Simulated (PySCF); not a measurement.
These are PySCF with PBE-D3(BJ)/def2-TZVP // B3LYP-D3(BJ)/def2-TZVP values and carry that method's errors. Gas-phase values, no solvent. Delta-SCF ions had no search for a lower state. 

Reference species (SMILES): `C#CB=N` (neutral, multiplicity 1).

```yaml
LUMO: -1.73 eV
vertical ionisation energy (Delta-SCF): 10.19 eV
dipole_moment: 0.58 D
S1 oscillator strength: 0.000
```

Changed species: `C(#N)C=B`.

Question: What does the change do to the LUMO, vertical ionisation energy (Delta-SCF), dipole moment and S1 oscillator strength?

Answer: the LUMO falls by 1.94 eV, to -3.67 eV; the vertical ionisation energy (Delta-SCF) falls by 0.41 eV, to 9.78 eV; the dipole moment rises by 4.23 D, to 4.81 D; the S1 oscillator strength is nearly the same.
